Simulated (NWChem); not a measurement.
CH₄BeOS; SMILES C[O][Be][SH]

```xyz
8

Be     0.0220    -0.1215    -0.0021
O      0.0187     1.2689    -0.0049
C      0.0138     2.6425     0.0034
H      0.3250     3.0376     0.9866
H      0.7044     3.0480    -0.7569
H     -0.9941     3.0378    -0.2142
S      0.0584    -2.0323     0.0007
H     -1.2911    -2.1268     0.0006
```
Atoms are numbered in this order, from 1.

All runs: NWChem. Pople sets run with spherical d functions. Structure relaxed at the PBE0/def2-SVP level. Ions are spin-unrestricted doublets at the neutral geometry; other ion states weren't tried.

Q: Predict the results for PBE/6-31+G*. Quantities: vertical ionisation energy, ΔSCF (eV); −ε(HOMO) (eV).

A: vertical ionisation energy, ΔSCF (eV): 9.20
−ε(HOMO) (eV): 6.06
